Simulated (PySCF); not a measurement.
H$_{6}$OSi$_{2}$, charge -1, doublet, geometry from GFN2-xTB (a state made from the parent by changing its charge; the spin is typed, not shown lowest) (in this run its highest filled SCF level lies above zero, so its values depend strongly on the basis, on diffuse functions most of all); DF-BHANDHLYP/cc-pVDZ (PySCF).

Input for PySCF:
```python
from pyscf import gto, scf, dft

mol = gto.Mole()
mol.atom = '''
    Si    1.738944   -0.332946    0.096580
    O    -0.075498    0.025167   -0.011405
    Si   -1.618055    0.305746   -0.087132
    H     1.780350   -0.830226   -1.289478
    H     2.056657    1.077496    0.379428
    H     1.544811   -1.278606    1.209485
    H    -2.364984   -0.455585    0.947663
    H    -2.181036   -0.078457   -1.407411
    H    -1.924252    1.744843    0.119277
'''
mol.basis = 'cc-pvdz'
mol.charge = -1
mol.spin = 1
mol.verbose = 4
mol.build()

mf = dft.UKS(mol)
mf.xc = 'bhandhlyp'
mf = mf.density_fit(auxbasis='def2-universal-jkfit')
mf.kernel()
```

What the program printed (banner, timings and long lists left out):

```
PySCF version 2.14.0

[INPUT] verbose = 4
[INPUT] num. atoms = 9
[INPUT] num. electrons = 43
[INPUT] charge = -1
[INPUT] spin (= nelec alpha-beta = 2S) = 1
[INPUT] symmetry False subgroup None
[INPUT] Mole.unit = angstrom
[INPUT] Symbol           X                Y                Z      unit          X                Y                Z       unit  Magmom
[INPUT]  1 Si     1.738944000000  -0.332946000000   0.096580000000 AA    3.286127905956  -0.629176754269   0.182509749110 Bohr   0.0
[INPUT]  2 O     -0.075498000000   0.025167000000  -0.011405000000 AA   -0.142670542952   0.047558737377  -0.021552326451 Bohr   0.0
[INPUT]  3 Si    -1.618055000000   0.305746000000  -0.087132000000 AA   -3.057680804483   0.577776203681  -0.164655616686 Bohr   0.0
[INPUT]  4 H      1.780350000000  -0.830226000000  -1.289478000000 AA    3.364373905869  -1.568899761493  -2.436760263652 Bohr   0.0
[INPUT]  5 H      2.056657000000   1.077496000000   0.379428000000 AA    3.886518462170   2.036172340314   0.717015003991 Bohr   0.0
[INPUT]  6 H      1.544811000000  -1.278606000000   1.209485000000 AA    2.919269704215  -2.416215161226   2.285595401770 Bohr   0.0
[INPUT]  7 H     -2.364984000000  -0.455585000000   0.947663000000 AA   -4.469172048978  -0.860930876460   1.790823528384 Bohr   0.0
[INPUT]  8 H     -2.181036000000  -0.078457000000  -1.407411000000 AA   -4.121560707817  -0.148262242555  -2.659621334700 Bohr   0.0
[INPUT]  9 H     -1.924252000000   1.744843000000   0.119277000000 AA   -3.636309274647   3.297275400364   0.225400862960 Bohr   0.0

nuclear repulsion = 153.917913957042
number of shells = 33
number of NR pGTOs = 150
number of NR cGTOs = 80
basis = cc-pvdz
ecp = {}

******** <class 'pyscf.df.df_jk.DFUKS'> ********
method = DFUKS
initial guess = minao
damping factor = 0
level_shift factor = 0
DIIS = <class 'pyscf.scf.diis.CDIIS'>
diis_start_cycle = 1
diis_space = 8
diis_damp = 0
SCF conv_tol = 1e-09
SCF conv_tol_grad = None
SCF max_cycles = 50
direct_scf = False
number electrons alpha = 22  beta = 21
XC library pyscf.dft.libxc version 7.1.2
    S. Lehtola, C. Steigemann, M. J. T. Oliveira, and M. A. L. Marques,  SoftwareX 7, 1–5 (2018)
XC functionals = bhandhlyp
    A. D. Becke,  J. Chem. Phys. 98, 1372 (1993)
    Defined through Gaussian implementation.
radial grids:
    Treutler-Ahlrichs [JCP 102, 346 (1995); DOI:10.1063/1.469408] (M4) radial grids

becke partition: Becke, JCP 88, 2547 (1988); DOI:10.1063/1.454033
pruning grids: <function nwchem_prune>
grids dens level: 3
symmetrized grids: False
atomic radii adjust function: <function treutler_atomic_radii_adjust>
small_rho_cutoff = 0
Set gradient conv threshold to 3.16228e-05
tot grids = 111296
******** <class 'pyscf.df.df.DF'> ********
auxbasis = def2-universal-jkfit
init E= -657.642595858962

cycle= 1 E= -657.618175132632  delta_E= 0.0244  |g|= 0.562  |ddm|= 1.97
cycle= 2 E= -657.451843354324  delta_E= 0.166  |g|= 0.865  |ddm|= 1.97
cycle= 3 E= -657.755335184216  delta_E= -0.303  |g|= 0.028  |ddm|= 1.12
cycle= 4 E= -657.75622985456  delta_E= -0.000895  |g|= 0.00598  |ddm|= 0.136
cycle= 5 E= -657.756319750885  delta_E= -8.99e-05  |g|= 0.00291  |ddm|= 0.0519
cycle= 6 E= -657.756340557021  delta_E= -2.08e-05  |g|= 0.000789  |ddm|= 0.0294
cycle= 7 E= -657.756342727002  delta_E= -2.17e-06  |g|= 0.000293  |ddm|= 0.0113
cycle= 8 E= -657.756342931571  delta_E= -2.05e-07  |g|= 0.000108  |ddm|= 0.00391
cycle= 9 E= -657.756342961839  delta_E= -3.03e-08  |g|= 2.28e-05  |ddm|= 0.00149
cycle= 10 E= -657.756342963302  delta_E= -1.46e-09  |g|= 5.77e-06  |ddm|= 0.000344
cycle= 11 E= -657.756342963366  delta_E= -6.38e-11  |g|= 1.95e-06  |ddm|= 4.77e-05
Extra cycle  E= -657.756342963368  delta_E= -2.73e-12  |g|= 1.7e-06  |ddm|= 4.7e-06
converged SCF energy = -657.756342963368  <S^2> = 0.75171177  2S+1 = 2.001711
```
